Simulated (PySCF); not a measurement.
## Telling isomers of C$_{4}$H$_{10}$O$_{2}$Si apart by NMR

PySCF 2.14 calculation with shieldings: GIAO PBE0/pcSseg-1 and GFN2-xTB structure; no solvent model, equivalent nuclei averaged, no relativistic terms, single conformer.

Referencing at the same level of theory: 1H, 13C against TMS. Where no couplings were computed, multiplicities follow the n + 1 count of equivalent neighbours, and m marks all less simple cases (inequivalent or close neighbours, rings, F or P nearby). Shifts are as computed. Against solution values, carbons near 30 ppm lie about +3 ppm off and those near 130 ppm about +5 ppm. Of 1211 compounds with measured shifts, 218 miss one by over three times the rms of a fit or turn the order of signals round; such compounds aren't used in these exercises. OH and NH positions are gas-phase values without hydrogen bonding to other molecules.

(1) Tabulate the signals of `C[Si](C)(C)OC=O`, `CC(C)OC(=O)[SiH3]`, `CCC(=O)[SiH2]OC`, `CCC(=O)OC[SiH3]`, `C=C(CC)O[SiH2]O` and their relative energies.

(2) What is the quickest way to tell CCC(=O)[SiH2]OC from CCC(=O)OC[SiH3]?

(3) What is the quickest way to tell CC(C)OC(=O)[SiH3] from CCC(=O)OC[SiH3]?

(4) What is the quickest way to tell CCC(=O)OC[SiH3] from C=C(CC)O[SiH2]O?

## Answers

(1) 
```tsv
SMILES	carbon types	δC	δH	E rel. (kcal/mol)
C[Si](C)(C)OC=O	1×CH 3×CH3	165.3, 0.3	8.09 (s, 1H), 0.34 (s, 9H)	0.0
CC(C)OC(=O)[SiH3]	1×C 1×CH 2×CH3	186.2, 68.8, 23.9	5.30 (sept, 1H), 4.06 (s, 3H), 1.31 (d, 6H)	54.3
CCC(=O)[SiH2]OC	1×C 1×CH2 2×CH3	253.4, 53.4, 45.2, 7.2	4.95 (s, 2H), 4.22 (s, 3H), 2.52 (q, 2H), 1.02 (t, 3H)	51.5
CCC(=O)OC[SiH3]	1×C 2×CH2 1×CH3	186.3, 55.8, 31.6, 11.5	4.42 (t, 3H), 3.84 (q, 2H), 2.25 (q, 2H), 1.23 (t, 3H)	54.7
C=C(CC)O[SiH2]O	1×C 2×CH2 1×CH3	169.6, 92.8, 35.5, 16.1	4.85 (s, 2H), 4.44 (m, 1H), 4.43 (m, 1H), 2.12 (q, 2H), 1.95 (br s, 1H), 1.22 (t, 3H)	23.2
```

Energies are electronic energies at PBE0/pcSseg-1 on these geometries, without zero-point or thermal terms, each for the one conformer computed, which needn't be the lowest.

(2) Both give the same number of carbon signals, but DEPT or the intensities differ. The first has a carbonyl carbon (C) at 253.4 ppm, the second an ester carbonyl carbon (C) at 186.3 ppm. In the proton spectra the most deshielded non-exchanging signals are 4.95 (s, 2H) and 4.42 (t, 3H).

(3) Count the carbon signals: 3 against 4. The first has an sp3 CH bonded to O at 68.8 ppm, the second an sp3 CH2 bonded to O and Si at 55.8 ppm. Their most deshielded carbons lie at 186.2 and 186.3 ppm. In the proton spectra the most deshielded non-exchanging signals are 5.30 (sept, 1H) and 4.42 (t, 3H).

(4) Both give the same number of carbon signals, with the same numbers of each carbon type, so the positions decide. The first has an sp3 CH2 bonded to O and Si at 55.8 ppm, the second a β carbon of an enol-ether or enamine type C=C (CH2) at 92.8 ppm. Their most deshielded carbons lie at 186.3 and 169.6 ppm. In the proton spectra the most deshielded non-exchanging signals are 4.42 (t, 3H) and 4.85 (s, 2H).
